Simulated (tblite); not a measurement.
Species: C5H10BFO.
Numbering: `[CH2:1]=[C:2]([F:3])[O:4][BH:5][CH2:6][CH2:7][CH3:8]` (hydrogens: H9, H10 on C1; H11 on B5; H12, H13 on C6; H14, H15 on C7; H16, H17, H18 on C8)

Computed with GFN2-xTB (tblite), gas phase: L-BFGS steps from a force-field or distance-geometry start until the largest atomic force falls under 0.01 eV/Å.

The end geometry, which sets the zero of energy:
```
atom  x, y, z in Å
C1      3.5231    0.1460    0.6379
C2      2.6856    0.3611   -0.3622
F3      3.1694    0.6345   -1.5976
O4      1.3631    0.3220   -0.2758
B5      0.4457    0.6649   -1.2043
C6     -1.0765    0.4595   -0.8183
C7     -1.3352   -0.0627    0.5969
C8     -2.8175   -0.3078    0.8522
H9      3.1498   -0.0709    1.6190
H10     4.5831    0.1876    0.4807
H11     0.7557    1.0943   -2.2569
H12    -1.5271   -0.2333   -1.5361
H13    -1.6188    1.3994   -0.9556
H14    -0.9552    0.6598    1.3214
H15    -0.7832   -0.9928    0.7424
H16    -3.2059   -1.0506    0.1584
H17    -3.3854    0.6108    0.7208
H18    -2.9794   -0.6687    1.8656
```

**Question.** These geometries come from the run, each turned onto the end geometry. Order them by energy, lowest first.
A.
```
atom  x, y, z in Å
C1      3.7568    0.6330    0.5872
C2      2.8440    0.4272   -0.3432
F3      3.2699    0.0376   -1.5868
O4      1.5002    0.5708   -0.1204
B5      0.4618    0.3521   -1.0571
C6     -1.0870    0.5610   -0.6870
C7     -1.5127   -0.4188    0.4265
C8     -2.9823   -0.2225    0.8037
H9      3.4584    0.9325    1.5801
H10     4.8135    0.5142    0.3863
H11     0.7117    0.0295   -2.1807
H12    -1.7191    0.3942   -1.5771
H13    -1.2339    1.5936   -0.3304
H14    -0.8891   -0.2598    1.3166
H15    -1.3711   -1.4527    0.0799
H16    -3.6272   -0.4028   -0.0662
H17    -3.1462    0.8017    1.1684
H18    -3.2565   -0.9380    1.5888
```
B.
```
atom  x, y, z in Å
C1      3.6738    0.6413    0.5971
C2      2.7576    0.4288   -0.3315
F3      3.1484    0.0588   -1.5732
O4      1.4448    0.5417   -0.1744
B5      0.4904    0.3376   -1.1117
C6     -1.0195    0.5451   -0.6641
C7     -1.4740   -0.4261    0.4386
C8     -2.9430   -0.2211    0.7932
H9      3.3951    0.9371    1.5872
H10     4.7128    0.5167    0.3652
H11     0.7795    0.0320   -2.2108
H12    -1.6978    0.4362   -1.5125
H13    -1.1502    1.5634   -0.2855
H14    -0.8558   -0.2738    1.3261
H15    -1.3325   -1.4561    0.0994
H16    -3.5743   -0.3828   -0.0792
H17    -3.1127    0.7914    1.1535
H18    -3.2514   -0.9170    1.5710
```
C.
```
atom  x, y, z in Å
C1      3.5179    0.2805    0.6664
C2      2.6887    0.3360   -0.3616
F3      3.1778    0.4193   -1.6220
O4      1.3658    0.2944   -0.2783
B5      0.4514    0.6216   -1.2131
C6     -1.0716    0.4420   -0.8212
C7     -1.3348   -0.1759    0.5539
C8     -2.8236   -0.2671    0.8673
H9      3.1332    0.2079    1.6639
H10     4.5792    0.3068    0.5153
H11     0.7616    1.0461   -2.2657
H12    -1.5721   -0.1642   -1.5830
H13    -1.5615    1.4191   -0.8702
H14    -0.8398    0.4258    1.3169
H15    -0.8942   -1.1733    0.5870
H16    -3.3376   -0.8318    0.0916
H17    -3.2612    0.7288    0.9183
H18    -2.9879   -0.7627    1.8230
```
D.
```
atom  x, y, z in Å
C1      3.7311    0.6342    0.5950
C2      2.8126    0.4243   -0.3370
F3      3.2060    0.0512   -1.5744
O4      1.4946    0.5503   -0.1805
B5      0.4953    0.3615   -1.0845
C6     -1.0319    0.5541   -0.6643
C7     -1.5085   -0.4121    0.4251
C8     -2.9740   -0.2245    0.8001
H9      3.4575    0.9294    1.5863
H10     4.7730    0.5094    0.3736
H11     0.7436    0.0317   -2.1794
H12    -1.6753    0.4138   -1.5315
H13    -1.2371    1.5713   -0.3249
H14    -0.8916   -0.2690    1.3092
H15    -1.3665   -1.4360    0.0803
H16    -3.6232   -0.3927   -0.0574
H17    -3.1527    0.7833    1.1687
H18    -3.2615   -0.9271    1.5841
```
E.
```
atom  x, y, z in Å
C1      3.5325    0.5097    0.6869
C2      2.6957    0.3469   -0.3227
F3      3.1748    0.1608   -1.5758
O4      1.3726    0.3321   -0.2270
B5      0.4688    0.4905   -1.2181
C6     -1.0579    0.4589   -0.7947
C7     -1.3824   -0.3920    0.4374
C8     -2.8305   -0.2136    0.8816
H9      3.1580    0.6610    1.6800
H10     4.5909    0.5091    0.5186
H11     0.8016    0.6990   -2.3311
H12    -1.7037    0.1533   -1.6214
H13    -1.3383    1.4951   -0.5698
H14    -0.7100   -0.1126    1.2511
H15    -1.1987   -1.4441    0.2069
H16    -3.5184   -0.5683    0.1151
H17    -3.0422    0.8366    1.0748
H18    -3.0214   -0.7691    1.7968
```

**Answer.** C (0.005 eV), E (0.025 eV), B (0.046 eV), D (0.082 eV), A (0.264 eV).

In the order of the answer:

```csv
step,E above end (eV),largest force (eV/Å),rms force component (eV/Å),rms distance from end (Å),rms bond change (Å),bond most changed (Å)
150,0.005,0.05,0.018,0.165,0.001,B5–H11 -0.002
121,0.025,0.06,0.021,0.456,0.001,C6–H13 +0.003
21,0.046,0.08,0.022,0.646,0.003,C6–C7 +0.008
6,0.082,0.25,0.090,0.645,0.005,B5–C6 +0.012
1,0.264,1.75,0.394,0.650,0.022,O4–B5 +0.066
```

The cost below is that of the whole relaxation. The run took 2.5 s wall on an AMD EPYC with one thread, no GPU, shared host.
